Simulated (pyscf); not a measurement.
Cl–SiH•–SiH₂–Cl → •H₂Si–SiH(Cl)–Cl, a group migration (doublet surface; Cl–Si broken, Cl–Si formed). Structures and frequencies: ωB97X-D3(BJ)/def2-SVP in PySCF. Energies in kcal/mol from the reactant's lowest minimum found.

Small-basis levels: PySCF, no dispersion term, spherical d functions. AM1 to PM7: differences of heats of formation from MOPAC, which are fitted to 298 K values and so differ in kind from electronic energies by zero-point and thermal terms. Open shells are spin-unrestricted. 

| level | barrier | reaction energy |
|---|---|---|
| HF/STO-3G | 55.1 | +5.9 |
| HF/6-31G* | 48.4 | -0.9 |
| MP2/6-31G* | 41.5 | -2.5 |
| BP86/6-31G* | 29.1 | -0.7 |
| PBE/6-31G* | 28.8 | -0.9 |
| B3LYP/3-21G | 33.5 | +0.7 |
| B3LYP/LANL2DZ | 38.7 | +1.1 |
| PBE/def2-SVP | 27.2 | -1.2 |
| B3LYP/def2-SVP | 31.8 | -0.9 |
| AM1 | 16.3 | +2.1 |
| PM3 | 6.7 | +2.6 |
| PM6 | 17.4 | -4.0 |
| ωB97M-D3(BJ)/def2-TZVP | 31.4 | -1.5 |

Against the last row the barrier runs from -24.7 (PM3) to +23.6 kcal/mol (HF/STO-3G). ωB97M-D3(BJ)/def2-TZVP has limits of its own. This is the saddle that the search found; another between the same sides may lie lower.
